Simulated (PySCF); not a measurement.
C₂H₆AlF, charge -1, doublet, geometry from GFN2-xTB (such geometries of metal compounds can be far from the true shape) (a state made from the parent by changing its charge; the spin is typed, not shown lowest) (in this run its highest filled SCF level lies above zero, so its values depend strongly on the basis, on diffuse functions most of all); PySCF with CAMB3LYP/3-21G.

The PySCF input:
```python
from pyscf import gto, scf, dft

mol = gto.Mole()
mol.atom = '''
    Al   -0.267434   -0.389866   -0.348172
    C     1.808614   -0.082246   -0.554623
    H     2.385613   -0.953469   -0.213630
    H     2.225080    0.780883   -0.015246
    H     2.090376    0.063333   -1.608299
    C    -0.574587   -0.491818    1.735728
    H    -1.642011   -0.603277    1.978854
    H    -0.227807    0.374193    2.318045
    H    -0.079055   -1.366980    2.179183
    F    -0.964412    1.135329   -0.799922
'''
mol.basis = '3-21g'
mol.charge = -1
mol.spin = 1
mol.verbose = 4
mol.build()

mf = dft.UKS(mol)
mf.xc = 'camb3lyp'
mf.conv_tol_grad = 1e-3
mf.kernel()
mf.analyze()
```

What the program printed (banner, timings and long lists left out):

```
PySCF version 2.14.0

[INPUT] verbose = 4
[INPUT] num. atoms = 10
[INPUT] num. electrons = 41
[INPUT] charge = -1
[INPUT] spin (= nelec alpha-beta = 2S) = 1
[INPUT] symmetry False subgroup None
[INPUT] Mole.unit = angstrom
[INPUT] Symbol           X                Y                Z      unit          X                Y                Z       unit  Magmom
[INPUT]  1 Al    -0.267434000000  -0.389866000000  -0.348172000000 AA   -0.505377016397  -0.736739965280  -0.657949724242 Bohr   0.0
[INPUT]  2 C      1.808614000000  -0.082246000000  -0.554623000000 AA    3.417785125054  -0.155422414841  -1.048085572385 Bohr   0.0
[INPUT]  3 H      2.385613000000  -0.953469000000  -0.213630000000 AA    4.508155209202  -1.801795278263  -0.403702191991 Bohr   0.0
[INPUT]  4 H      2.225080000000   0.780883000000  -0.015246000000 AA    4.204791805247   1.475655005329  -0.028810764495 Bohr   0.0
[INPUT]  5 H      2.090376000000   0.063333000000  -1.608299000000 AA    3.950238137364   0.119682024647  -3.039244636412 Bohr   0.0
[INPUT]  6 C     -0.574587000000  -0.491818000000   1.735728000000 AA   -1.085812064735  -0.929401323131   3.280050546739 Bohr   0.0
[INPUT]  7 H     -1.642011000000  -0.603277000000   1.978854000000 AA   -3.102951083523  -1.140028307249   3.739492100500 Bohr   0.0
[INPUT]  8 H     -0.227807000000   0.374193000000   2.318045000000 AA   -0.430492839259   0.707122287729   4.380470194417 Bohr   0.0
[INPUT]  9 H     -0.079055000000  -1.366980000000   2.179183000000 AA   -0.149392298777  -2.583217817758   4.118059045308 Bohr   0.0
[INPUT] 10 F     -0.964412000000   1.135329000000  -0.799922000000 AA   -1.822474551244   2.145460871276  -1.511633501014 Bohr   0.0

nuclear repulsion = 147.875852606367
number of shells = 34
number of NR pGTOs = 90
number of NR cGTOs = 52
basis = 3-21g
ecp = {}

******** <class 'pyscf.dft.uks.UKS'> ********
method = UKS
initial guess = minao
damping factor = 0
level_shift factor = 0
DIIS = <class 'pyscf.scf.diis.CDIIS'>
diis_start_cycle = 1
diis_space = 8
diis_damp = 0
SCF conv_tol = 1e-09
SCF conv_tol_grad = 0.001
SCF max_cycles = 50
direct_scf = True
direct_scf_tol = 1e-13
number electrons alpha = 21  beta = 20
XC library pyscf.dft.libxc version 7.1.2
    S. Lehtola, C. Steigemann, M. J. T. Oliveira, and M. A. L. Marques,  SoftwareX 7, 1–5 (2018)
XC functionals = camb3lyp
    T. Yanai, D. P. Tew, and N. C. Handy,  Chem. Phys. Lett. 393, 51 (2004)
radial grids:
    Treutler-Ahlrichs [JCP 102, 346 (1995); DOI:10.1063/1.469408] (M4) radial grids

becke partition: Becke, JCP 88, 2547 (1988); DOI:10.1063/1.454033
pruning grids: <function nwchem_prune>
grids dens level: 3
symmetrized grids: False
atomic radii adjust function: <function treutler_atomic_radii_adjust>
small_rho_cutoff = 0
tot grids = 120528
init E= -419.257074611532

cycle= 1 E= -419.649133409968  delta_E= -0.392  |g|= 0.54  |ddm|= 1.87
cycle= 2 E= -419.618820423498  delta_E= 0.0303  |g|= 0.687  |ddm|= 1.08
cycle= 3 E= -419.768122960832  delta_E= -0.149  |g|= 0.0713  |ddm|= 0.582
cycle= 4 E= -419.770482075581  delta_E= -0.00236  |g|= 0.0218  |ddm|= 0.0829
cycle= 5 E= -419.770843729787  delta_E= -0.000362  |g|= 0.00329  |ddm|= 0.0456
cycle= 6 E= -419.77087084038  delta_E= -2.71e-05  |g|= 0.00109  |ddm|= 0.0163
cycle= 7 E= -419.770874189609  delta_E= -3.35e-06  |g|= 0.000342  |ddm|= 0.00623
cycle= 8 E= -419.770874516982  delta_E= -3.27e-07  |g|= 0.000106  |ddm|= 0.00182
cycle= 9 E= -419.770874529803  delta_E= -1.28e-08  |g|= 1.55e-05  |ddm|= 0.000309
cycle= 10 E= -419.770874530285  delta_E= -4.82e-10  |g|= 5.27e-06  |ddm|= 6.03e-05
Extra cycle  E= -419.770874530321  delta_E= -3.59e-11  |g|= 4.09e-06  |ddm|= 1.29e-05
converged SCF energy = -419.770874530321  <S^2> = 0.750921  2S+1 = 2.0009208
**** SCF Summaries ****
Total Energy =                        -419.770874530321009
Nuclear Repulsion Energy =             147.875852606367232
One-electron Energy =                 -883.679455335304056
Two-electron Energy =                  316.032728198615814
Two-electron Coulomb Energy =          358.345246475237957
DFT Exchange-Correlation Energy =      -42.312518276622157
**** MO energy ****
                             alpha | beta                alpha | beta
MO #1   energy= -55.4803301365059  | -55.4784484875752  occ= 1 | 1
MO #2   energy= -24.3212859159874  | -24.3190374493352  occ= 1 | 1
MO #3   energy= -9.96416831916776  | -9.96265135430874  occ= 1 | 1
MO #4   energy= -9.96411828489029  | -9.96260378285837  occ= 1 | 1
MO #5   energy= -3.94026545151558  | -3.93747202115299  occ= 1 | 1
MO #6   energy= -2.49033410769407  | -2.48703899209095  occ= 1 | 1
MO #7   energy= -2.48853096252411  | -2.4859280387516   occ= 1 | 1
MO #8   energy= -2.48748186132651  | -2.48494311219169  occ= 1 | 1
MO #9   energy= -0.936405326842022 | -0.931049046216596 occ= 1 | 1
MO #10  energy= -0.55578623951628  | -0.552592474952744 occ= 1 | 1
MO #11  energy= -0.547838222675365 | -0.545184544910921 occ= 1 | 1
MO #12  energy= -0.262942252122798 | -0.257326095254334 occ= 1 | 1
MO #13  energy= -0.258497407651467 | -0.255373965749311 occ= 1 | 1
MO #14  energy= -0.256443337005115 | -0.251040265597266 occ= 1 | 1
MO #15  energy= -0.249682561278722 | -0.248609375866556 occ= 1 | 1
MO #16  energy= -0.249142751907742 | -0.246345479282664 occ= 1 | 1
MO #17  energy= -0.195584607579895 | -0.187082251200653 occ= 1 | 1
MO #18  energy= -0.189199139408176 | -0.180355144588444 occ= 1 | 1
MO #19  energy= -0.168978904182202 | -0.156950590685597 occ= 1 | 1
MO #20  energy= -0.101008762249904 | -0.0912345292441441 occ= 1 | 1
MO #21  energy= 0.000324687915564947 | 0.179725427539216  occ= 1 | 0
MO #22  energy= 0.283635794908219  | 0.295829751137939  occ= 0 | 0
MO #23  energy= 0.290248918776625  | 0.301897437440759  occ= 0 | 0
MO #24  energy= 0.330044449783636  | 0.331533765017203  occ= 0 | 0
MO #25  energy= 0.390417612225745  | 0.398578355559498  occ= 0 | 0
MO #26  energy= 0.4064515899535    | 0.40829891275059   occ= 0 | 0
MO #27  energy= 0.425215196652053  | 0.427877286010341  occ= 0 | 0
MO #28  energy= 0.431524419139748  | 0.433281260127932  occ= 0 | 0
MO #29  energy= 0.435359889306322  | 0.442630597921735  occ= 0 | 0

To work with the spin densities directly, `use mulliken_meta_spin()` only printing them here.

 ** Mulliken spin pop alpha/beta on meta-lowdin orthogonal AOs **
 ** Mulliken Spin Density (per AO)  **
spin_pop of  0 Al 1s        0.00000
spin_pop of  0 Al 2s        0.00004
spin_pop of  0 Al 3s        0.26225
spin_pop of  0 Al 4s        0.02245
spin_pop of  0 Al 2px      -0.00001
spin_pop of  0 Al 2py       0.00002
spin_pop of  0 Al 2pz      -0.00001
spin_pop of  0 Al 3px       0.07986
spin_pop of  0 Al 3py       0.27865
spin_pop of  0 Al 3pz       0.15413
spin_pop of  0 Al 4px       0.00025
spin_pop of  0 Al 4py       0.00085
spin_pop of  0 Al 4pz       0.00044
spin_pop of  1 C 1s       -0.00000
spin_pop of  1 C 2s        0.01586
spin_pop of  1 C 3s        0.00025
spin_pop of  1 C 2px       0.03765
spin_pop of  1 C 2py       0.00253
spin_pop of  1 C 2pz       0.00243
spin_pop of  1 C 3px      -0.00001
spin_pop of  1 C 3py       0.00015
spin_pop of  1 C 3pz       0.00004
spin_pop of  2 H 1s       -0.00209
spin_pop of  2 H 2s        0.00025
spin_pop of  3 H 1s        0.01341
spin_pop of  3 H 2s        0.00073
spin_pop of  4 H 1s       -0.00278
spin_pop of  4 H 2s        0.00011
spin_pop of  5 C 1s       -0.00000
spin_pop of  5 C 2s        0.01584
spin_pop of  5 C 3s        0.00025
spin_pop of  5 C 2px       0.00325
spin_pop of  5 C 2py       0.00092
spin_pop of  5 C 2pz       0.03837
spin_pop of  5 C 3px       0.00002
spin_pop of  5 C 3py       0.00015
spin_pop of  5 C 3pz      -0.00000
spin_pop of  6 H 1s       -0.00278
spin_pop of  6 H 2s        0.00011
spin_pop of  7 H 1s        0.01334
spin_pop of  7 H 2s        0.00073
spin_pop of  8 H 1s       -0.00201
spin_pop of  8 H 2s        0.00025
spin_pop of  9 F 1s       -0.00000
spin_pop of  9 F 2s        0.00149
spin_pop of  9 F 3s       -0.00003
spin_pop of  9 F 2px       0.00507
spin_pop of  9 F 2py       0.04325
spin_pop of  9 F 2pz       0.01401
spin_pop of  9 F 3px       0.00002
spin_pop of  9 F 3py       0.00022
spin_pop of  9 F 3pz       0.00007
 ** Mulliken Spin Density (per atom)  **
spin density of  0 Al =      0.79893
spin density of  1 C =      0.05889
spin density of  2 H =     -0.00184
spin density of  3 H =      0.01413
spin density of  4 H =     -0.00268
spin density of  5 C =      0.05881
spin density of  6 H =     -0.00268
spin density of  7 H =      0.01408
spin density of  8 H =     -0.00176
spin density of  9 F =      0.06411
 ** Mulliken pop alpha/beta on meta-lowdin orthogonal AOs **
 ** Mulliken pop       alpha | beta **
In total            21.00000 | 20.00000
 ** Mulliken atomic charges   ( Nelec_alpha | Nelec_beta ) **
charge of  0Al =      0.25277  (     6.77308      5.97415 )
charge of  1C =     -0.57244  (     3.31567      3.25677 )
charge of  2H =      0.05949  (     0.46933      0.47117 )
charge of  3H =      0.06060  (     0.47676      0.46263 )
charge of  4H =      0.05762  (     0.46985      0.47253 )
charge of  5C =     -0.57240  (     3.31560      3.25679 )
charge of  6H =      0.05749  (     0.46992      0.47259 )
charge of  7H =      0.06064  (     0.47672      0.46264 )
charge of  8H =      0.05956  (     0.46934      0.47110 )
charge of  9F =     -0.46334  (     4.76372      4.69961 )

WARN: System has nonzero charge -1; the dipole moment is origin-dependent.
Location of origin: [0. 0. 0.]

Dipole moment(X, Y, Z, Debye):  0.84528,  0.14779,  0.90642
```
